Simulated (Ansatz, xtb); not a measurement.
# C7H5N: 3 structures ranked

3 gas-phase structures of C7H5N, from a drawn sample of its isomers (lower ones may exist). Each was relaxed with GFN2-xTB:

A. `C#Cc1ccncc1`, a singlet
B. `C#Cc1ccccn1`, a singlet
C. `C#Cc1cccnc1`, a singlet

Which do you expect lowest at r2SCAN-D4/def2-SVP, and how would the others follow?

Calculated order at r2SCAN-D4/def2-SVP: C (0.0), A (0.4), B (1.1) kcal/mol. Less than 1 kcal/mol parts C and A; A and B, so the order within those pairs means little.

Energies above the lowest of each column, in kcal/mol; the last columns are at B3LYP-D3(BJ)/def2-SVP geometries:

```
structure  GFN2-xTB  HF/STO-3G  r2SCAN-D4/def2-SVP  B3LYP-D3(BJ)/def2-SVP  CCSD(T)/def2-SVP + ΔMP2/def2-TZVPP
        C       0.0        0.0                 0.0                    0.0                                 0.0
        A       0.1        0.1                 0.4                    0.3                                 0.2
        B       1.0        0.7                 1.1                    1.2                                 1.0
```

Every level run on C puts it lowest or level with the lowest. ΔMP2 is the change of the MP2 energy from the smaller to the larger basis.

Programs: Ansatz 0.2.0, xtb 6.7.1.
